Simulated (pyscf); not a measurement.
H₂C=CH–SiH₂–Cl, singlet

Gas-phase minimum from PySCF at ωB97X-D3(BJ)/def2-SVP, one conformer. 

SMILES: C=C[SiH2]Cl
```xyz
9

C     -0.2509     0.3723    -0.3801
C     -1.0954    -0.0838     0.5510
Si    -0.6740    -1.4435     1.7524
Cl     1.2656    -2.0759     1.3882
H     -0.5307     1.1748    -1.0726
H      0.7585    -0.0414    -0.4865
H     -2.0970     0.3645     0.6174
H     -1.5784    -2.6130     1.5896
H     -0.7475    -0.9678     3.1597
```

Bonds (Å): C1–C2 1.337, C1–H5 1.096, C1–H6 1.096, C2–Si3 1.863, C2–H7 1.099, Si3–Cl4 2.072, Si3–H8 1.487, Si3–H9 1.487. Bond angles (°): C2–C1–H5 121.9, C2–C1–H6 121.4, H5–C1–H6 116.7, C1–C2–Si3 123.7, C1–C2–H7 118.6, Si3–C2–H7 117.7, C2–Si3–Cl4 108.7, C2–Si3–H8 111.5, C2–Si3–H9 111.4, Cl4–Si3–H8 108.1, Cl4–Si3–H9 108.1, H8–Si3–H9 109.0.

Properties at ωB97X-D3(BJ)/def2-SVP:

| Property | Result |
|---|---|
| Harmonic wavenumbers, unscaled | 110, 166, 389, 419, 552, 652, 689, 745, 884, 980, 1019, 1026, 1044, 1285, 1429, 1713, 2274, 2278, 3152, 3170, 3255 cm⁻¹ |
| Zero-point energy | 38.9 kcal/mol |
| Rotational symmetry number | 1 |
| Entropy of this conformer at 298 K and 1 atm, rigid rotor and harmonic oscillator, modes under 100 cm⁻¹ raised to 100 | 315.8 J/(mol K) |
| Dipole moment | 1.72 D |

Single-point totals, which compare only within one level (frozen core for MP2 and CC):

| level | total energy (hartree) |
|---|---|
| ωB97X-D3(BJ)/def2-TZVP | -829.06769 |
| PBE/def2-TZVP | -828.53694 |
| r²SCAN/def2-TZVP | -828.88212 |
| B3LYP-D3(BJ)/def2-TZVP | -829.04592 |
| PBE0-D3(BJ)/def2-TZVP | -828.62233 |
| M06-2X/def2-TZVP | -828.91382 |
| ωB97M-D3(BJ)/def2-TZVP | -829.10627 |
| HF/def2-TZVPP | -827.16560 |
| MP2/def2-TZVPP | -827.80114 |
| CCSD/def2-TZVPP | -827.85135 |
| CCSD(T)/def2-TZVPP | -827.88110 |

Soft torsions are taken as harmonic, which can shift the entropy by several J/(mol K). The CCSD(T) − MP2 part came from Ansatz, without density fitting, on the same reference.
